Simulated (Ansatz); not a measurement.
(ClMg-mu-F)2 (Mg₂Cl₂F₂). Total charge 0; triplet. Geometry r2SCAN-D4/def2-SVP, that of the neutral singlet; atoms count from 1.

| atom | x (Å) | y (Å) | z (Å) |
| --- | --- | --- | --- |
| Mg1 | 0.8220 | 1.1393 | -0.3683 |
| Cl2 | 2.0671 | 2.8660 | -0.9291 |
| F3 | 0.0473 | -0.4112 | -1.1623 |
| Mg4 | -0.8200 | -1.1397 | 0.3714 |
| Cl5 | -2.0672 | -2.8674 | 0.9247 |
| F6 | -0.0493 | 0.4131 | 1.1637 |

At PBE0-D4/def2-TZVP a singlet of charge 0 lies 5.93 eV below the triplet at the same geometry.

Estimate the Mulliken populations from the PBE0/def2-TZVP orbitals of Ansatz.


```
atom  charge (e)  spin (α − β)
 Mg1        0.73          0.52
 Cl2       -0.16          0.50
  F3       -0.56         -0.02
 Mg4        0.73          0.52
 Cl5       -0.16          0.50
  F6       -0.56         -0.02
```
Mulliken values and Mayer orders depend strongly on the basis.

Where does the spin sit?

Summed by element: Mg 1.04, Cl 1.01, F -0.05, of 2 unpaired in all. Largest on single atoms: Mg4 0.52, Mg1 0.52, Cl5 0.50.

And the Mayer bond orders between bonded heavy atoms (over 0.3)?

Mg1–Cl2 0.55 (2.20 Å); Mg1–F3 0.37 (1.91 Å); Mg1–F6 0.37 (1.91 Å); F3–Mg4 0.36 (1.91 Å); Mg4–Cl5 0.55 (2.20 Å); Mg4–F6 0.37 (1.91 Å). Values over 0.3 also appear between atoms too far apart for a bond (Cl2–Cl5 0.46 at 7.31 Å); they arise where an orbital or an unpaired electron spreads over both atoms.
